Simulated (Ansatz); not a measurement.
Molecule: CsI, net charge 1, doublet state. 
Coordinates optimised at B3LYP-D3(BJ)/def2-TZVP (Ansatz, an electronic-structure program):
```xyz
2

Cs     0.0000     0.0000    -2.0048
I      0.0000     0.0000     2.0804
```
Charge +1, spin multiplicity 2.

Basis-set convergence of Hartree-Fock and MP2 correlation energies (hartree) with Ansatz. Valence correlation only, unless marked. UHF or UKS for open shells. No spin-orbit coupling. The frozen core is the preceding noble-gas configuration, with the filled d and f shells of earlier blocks. The outer core of K, Ca and their heavier congeners is not correlated, a term that matters for these elements. Past Kr the def2 sets carry scalar-relativistic core potentials.

| basis | functions | E(HF) | E(corr, MP2) |
|---|---|---|---|
| def2-SVP | 50 | -316.38146 | -0.07838 |
| def2-TZVPP | 86 | -316.39026 | -0.11314 |
| def2-QZVPP | 144 | -316.39192 | -0.13022 |

Extrapolating the two largest sets (X = 3 and 4) as X^-3: E(corr) = (64·(-0.13022) - 27·(-0.11314))/37 = -0.1427 Eh, an estimate of the basis-set limit. The largest set recovers 91.3 % of it, the smallest 54.9 %.
